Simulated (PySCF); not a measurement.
## `N#CC=C=C(C#N)C=O`, C$_{6}$H$_{2}$N$_{2}$O

Geometry (Å), atoms numbered from 1 in this order:
```xyz
11

N     3.2645    0.2728    1.6553
C     2.5615   -0.0103    0.7987
C     1.7134   -0.3694   -0.2744
C     0.4521   -0.0620   -0.2930
C    -0.8336    0.2036   -0.2552
C    -1.3437    1.4135   -0.7906
N    -1.7831    2.3782   -1.2208
C    -1.8186   -0.7458    0.3371
O    -1.5489   -1.8326    0.7576
H     2.1860   -0.9080   -1.0870
H    -2.8442   -0.3373    0.3464
```

Method used: PySCF, TDDFT PBE0/aug-cc-pVDZ circular dichroism and optical rotation, one conformer, gas phase. Geometry: GFN2-xTB.

No stereocentre is labelled: unless the shape is locked (an allene, a helicene, a hindered biaryl), the mirror image is equally populated and a measured rotation or CD is zero.

Question: Draw the ECD and absorption spectra from the lowest 16 states, each a Gaussian of half-width 0.25 eV at 1/e height.

Answer: 
```csv
E (eV),λ (nm),Δε (L mol⁻¹ cm⁻¹),ε (L mol⁻¹ cm⁻¹)
2.99,415,+0.02,0.119
3.09,401,+0.08,0.501
3.19,389,+0.24,1.53
3.29,377,+0.54,3.42
3.39,366,+0.87,5.52
3.49,355,+1.02,6.48
3.59,346,+0.87,5.52
3.69,336,+0.54,3.42
3.79,327,+0.24,1.54
3.89,319,+0.08,0.538
3.99,311,+0.01,0.318
4.09,303,-0.02,0.792
4.19,296,-0.06,2.17
4.29,289,-0.13,4.47
4.39,283,-0.19,7.06
4.49,276,-0.21,10.7
4.59,270,-0.20,24.6
4.69,264,-0.25,76.5
4.79,259,-0.64,217
4.89,254,-1.79,528
4.99,249,-4.11,1270
5.09,244,-7.62,3260
5.19,239,-11.76,7850
5.29,234,-15.61,15200
5.39,230,-17.75,22200
5.49,226,-16.70,23700
5.59,222,-12.67,18500
5.69,218,-7.95,10600
5.79,214,-4.19,4820
5.89,211,-0.33,2830
5.99,207,+5.36,4120
6.09,204,+12.18,8240
6.19,200,+16.51,14300
6.29,197,+15.11,19400
6.39,194,+8.86,19900
6.49,191,+1.24,15400
6.59,188,-6.73,9690
6.69,185,-15.73,6490
6.79,183,-21.34,6540
6.89,180,-14.79,8230
6.99,177,+3.72,9760
7.09,175,+19.77,10100
```
Δε uses R in velocity form, ε uses f in length form. Only the states computed contribute, so the short-wavelength end is incomplete.
